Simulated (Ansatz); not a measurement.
`CO[Si](O)(F)Cl` + HBr → `O[Si](F)(Cl)Br` + CH₃OH at 400 K and 1 bar (ligand exchange at the Si–O bond).

Computed with Ansatz on PBE0-D4/def2-TZVP structures; ΔE is electronic, products minus reactants. CCSD(T)/CBS adds triple-zeta CCSD(T) − MP2 to the extrapolated MP2 energy (def2 sets, frozen cores). This one scheme is used for every species. For Br outer-core shells are correlated without core-valence functions, which leaves a few kJ/mol of doubt a bond. Scalar relativity is left out up to krypton. One conformer a species, not always the lowest.

| species | CCSD(T)/CBS energy (Eh) | H − E (kJ/mol) | S (J/(mol·K)) |
| --- | --- | --- | --- |
| `CO[Si](O)(F)Cl` | -1039.68048 | 200.7 | 417.9 |
| HBr | -2573.91920 | 27.6 | 207.2 |
| `O[Si](F)(Cl)Br` | -3497.97222 | 83.8 | 382.5 |
| CH₃OH | -115.61712 | 151.2 | 252.6 |

H − E and S are ideal-gas, rigid-rotor, harmonic terms from PBE0-D4/def2-TZVP, for one conformer and one mirror image of each species. 1 Eh = 2625.50 kJ/mol, R = 8.31446 J/(mol·K).

Task: By hand: ΔE, ΔH, ΔS and ΔG.

Result: ΔE = (-3497.97222) + (-115.61712) − (-1039.68048) − (-2573.91920) = 0.01034 Eh = 27.1 kJ/mol. Δ(H − E) = 83.8 + 151.2 − 200.7 − 27.6 = 6.7, so ΔH = 33.8 kJ/mol. ΔS = 382.5 + 252.6 − 417.9 − 207.2 = 10.0 J/(mol·K). ΔG = 33.8 − 400 × (10.0)/1000 = 29.8 kJ/mol.

Task: By hand: the equilibrium constant, and the temperature at which ΔG would vanish if ΔH and ΔS stayed fixed.

Result: log₁₀ K = −ΔG/(RT ln 10) = -3.9. ΔG = 0 at ΔH/ΔS = 3380 K, far beyond where these terms or the molecules hold.

The number of gas molecules stays the same, so ΔS is small and ΔH decides. A doubt of 5 kJ/mol in ΔE shifts log₁₀ K by 0.7 here. Other conformers and mirror images would add mixing entropy, several J/(mol·K) or more a flexible species. Modes under 60 cm⁻¹, often nearly free rotors, make the harmonic entropy too high. These are equilibria of isolated gas molecules and say nothing of rates. Largest T1 diagnostic: 0.011 (customary marks: 0.02 for closed shells, 0.045 for open ones).
